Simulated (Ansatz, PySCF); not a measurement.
CH₆O₂Si₂, SMILES [SiH2]1CO[Si@@H]1O.

Coordinates come from a PBE-D3(BJ)/def2-SVP optimisation. The structure was generated by enumeration; whether it is a known compound was not checked. Other conformers were not sampled.

Vertical ionisation energy (IE) and electron affinity (EA) in eV. Rows of orbital energies are one-electron estimates. Where ΔSCF, EOM or ADC give a negative EA the extra electron is unbound and the value depends on the basis.

```csv
level,IE,EA
"−ε(HOMO), −ε(LUMO), HF/def2-TZVP (PySCF)",10.28,-2.63
"−ε(HOMO), −ε(LUMO), PBE/def2-TZVP (PySCF)",6.36,1.24
"ΔSCF, PBE0/def2-SVPD (Ansatz), final states of multiplicity 2 and 2",9.60,-0.97
"ΔSCF, PBE/def2-SVPD (Ansatz), final states of multiplicity 2 and 2",9.27,-0.81
```

### Question
What vertical singlet–triplet gap does ΔSCF give with PBE0/def2-SVPD (Ansatz, a first-principles code) and with PBE/def2-SVPD (Ansatz)? (Estimate from the structure and the level; the computed values follow.)

### Answer
5.08 and 4.81 eV (triplet above singlet where positive).
